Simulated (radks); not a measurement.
Results of a calculation; reference values are marked as such.
All-electron atom: Nd23+ in [Kr] 4d1. Code: a radial shooting solver on a logarithmic mesh with Libxc functionals. Model: scalar-relativistic Kohn-Sham, BLYP, spin-polarised, spherical densities, finite nucleus; open shells are filled with parallel spins first (spin-orbit coupling, left out, can overturn this in heavy ions); Fermi nuclear charge, rms radius 4.9123 fm.

Unscreened Slater integrals over Kohn-Sham orbitals (hartree). They are taken over the spin-up orbitals.

integral     value
F0(4d,4d)   1.5133
F2(4d,4d)  0.77677
F4(4d,4d)  0.52852
F0(4d,4p)   1.5282
F2(4d,4p)  0.79019
G1(4d,4p)  0.99241
G3(4d,4p)  0.63295
F0(4d,4s)   1.5511
G2(4d,4s)  0.78133
F0(4d,3d)   1.9553
F2(4d,3d)  0.54333
F4(4d,3d)  0.26787
G0(4d,3d)  0.17632
G2(4d,3d)  0.21927
G4(4d,3d)  0.17136
F0(4p,4p)   1.5466
F2(4p,4p)  0.81296
F0(4p,4s)   1.5701
G1(4p,4s)   1.0688
F0(4p,3d)   1.9692
F2(4p,3d)  0.54237
G1(4p,3d)  0.17650
G3(4p,3d)  0.17655
F0(4s,4s)   1.5955
F0(4s,3d)   2.0117
G2(4s,3d)  0.18217
F0(3d,3d)   3.8017
F2(3d,3d)   1.9262
F4(3d,3d)   1.2365

Derived for the open shells (J is the average intra-shell exchange parameter used in DFT+U). 4d: Racah B = F2/49 - 5 F4/441 = 0.009860 hartree, C = 35 F4/441 = 0.04195 hartree, C/B = 4.25, F4/F2 = 0.680, J = (F2 + F4)/14 = 0.09323 hartree.
